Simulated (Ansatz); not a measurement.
`[CH3][W](=[S])(=[S])[Cl]` + H₂O → `[CH3][W]([OH])(=[S])=[S]` + HCl at 700 K and 1 bar (formal hydrolysis of a W–Cl bond).

Isolated molecules relaxed with PBE0-D4/def2-TZVP in Ansatz; ΔE leaves out vibrations. CCSD(T)/CBS adds triple-zeta CCSD(T) − MP2 to the extrapolated MP2 energy (def2 sets, frozen cores). This one scheme is used for every species. Elements past krypton have def2 core potentials. For W outer-core shells are correlated without core-valence functions, which leaves a few kJ/mol of doubt a bond. One conformer a species, not always the lowest.

| species | CCSD(T)/CBS energy (Eh) | H − E (kJ/mol) | S (J/(mol·K)) |
| --- | --- | --- | --- |
| `[CH3][W](=[S])(=[S])[Cl]` | -1362.29591 | 180.5 | 487.7 |
| H₂O | -76.37941 | 80.5 | 218.4 |
| `[CH3][W]([OH])(=[S])=[S]` | -978.28285 | 217.4 | 491.8 |
| HCl | -460.38127 | 38.4 | 211.8 |

H − E and S are ideal-gas, rigid-rotor, harmonic terms from PBE0-D4/def2-TZVP, for one conformer and one mirror image of each species. 1 Eh = 2625.50 kJ/mol, R = 8.31446 J/(mol·K).

Task: By hand: ΔE, ΔH, ΔS and ΔG.

Result: ΔE = (-978.28285) + (-460.38127) − (-1362.29591) − (-76.37941) = 0.01120 Eh = 29.4 kJ/mol. Δ(H − E) = 217.4 + 38.4 − 180.5 − 80.5 = -5.2, so ΔH = 24.2 kJ/mol. ΔS = 491.8 + 211.8 − 487.7 − 218.4 = -2.5 J/(mol·K). ΔG = 24.2 − 700 × (-2.5)/1000 = 25.9 kJ/mol.

Task: By hand: the equilibrium constant, and the temperature at which ΔG would vanish if ΔH and ΔS stayed fixed.

Result: log₁₀ K = −ΔG/(RT ln 10) = -1.9. ΔH and −TΔS have one sign here, so there is no such temperature.

The number of gas molecules stays the same, so ΔS is small and ΔH decides. A doubt of 5 kJ/mol in ΔE shifts log₁₀ K by 0.4 here. Other conformers and mirror images would add mixing entropy, several J/(mol·K) or more a flexible species. These are equilibria of isolated gas molecules and say nothing of rates. Largest T1 diagnostic: 0.022 (customary marks: 0.02 for closed shells, 0.045 for open ones).

ΔS is within the doubt of such terms, so its sign, and with it that verdict, could turn.
